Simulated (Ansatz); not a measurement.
Reaction (isomerisation): `N[SiH](O)[Si](N)(O)O` → `N[SiH2]O[Si](N)(O)O`

Program: Ansatz. Geometries: PBE0-D4/def2-TZVP. ΔE: electronic, gas phase. CCSD(T)/CBS adds triple-zeta CCSD(T) − MP2 to the extrapolated MP2 energy (def2 sets, frozen cores). Functionals use def2-TZVPP. B3LYP here is the variant with VWN-RPA as its local correlation; programs differ in this. One conformer a species, not always the lowest.

| level | ΔE (kcal/mol) |
| --- | --- |
| r2SCAN-D4 | -36.3 |
| B3LYP-D4 | -36.0 |

What does CCSD(T)/CBS give? (Best estimate.)

Ansatz gave: -36.9 kcal/mol. The listed levels differ from it by 0.6, 0.9 kcal/mol.

Largest T1 diagnostic among the species: 0.012.

From PBE to PBE0 (25 % exact exchange), in def2-TZVPP and without D4, ΔE moves by −3.2 kcal/mol. In def2-TZVPP, CCSD(T) changes the Hartree–Fock value by +5.2 kcal/mol (the triples alone add +0.7 kcal/mol) and MP2 by +4.4 kcal/mol.
